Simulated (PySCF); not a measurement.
SMILES CC(=O)OCCC[CH2], doublet (GFN2-xTB optimised geometry):

```
19

C      2.773     0.381    -1.261
C      1.301     0.356    -1.232
C      0.742    -0.352     0.000
C     -0.779    -0.352     0.000
O     -1.234    -1.026     1.173
C     -2.555    -1.037     1.382
C     -2.893    -1.749     2.665
O     -3.350    -0.527     0.638
H      3.285     0.853    -2.077
H      3.350    -0.066    -0.477
H      0.915    -0.133    -2.140
H      0.908     1.383    -1.272
H      1.096     0.146     0.904
H      1.096    -1.383     0.026
H     -1.176    -0.868    -0.882
H     -1.178     0.669     0.000
H     -2.116    -2.464     2.914
H     -2.964    -1.011     3.462
H     -3.857    -2.241     2.566
```

Calculation: PySCF with unrestricted CAM-B3LYP/def2-SVP.

What are the frontier orbital energies (α orbitals alone; a β orbital can be the lowest empty one) and the dipole moment?

HOMO-2 -9.95 eV, HOMO-1 -9.17 eV, HOMO -7.36 eV, LUMO 1.90 eV, LUMO+1 2.74 eV; dipole moment 1.75 D.

On the same geometry unrestricted PBE/def2-SVP (PySCF) gives HOMO-2 -7.00 eV, HOMO-1 -5.97 eV, HOMO -4.59 eV, LUMO -0.47 eV, LUMO+1 1.00 eV; dipole moment 1.65 D.

Meta-Löwdin charges at CAM-B3LYP/def2-SVP: C1 -0.23, C2 -0.16, C3 -0.16, C4 0.04, O5 -0.36, C6 0.51, C7 -0.33, O8 -0.45, H9 0.10, H10 0.10, H11 0.09, H12 0.09, H13 0.09, H14 0.09, H15 0.10, H16 0.10, H17 0.12, H18 0.13, H19 0.12.
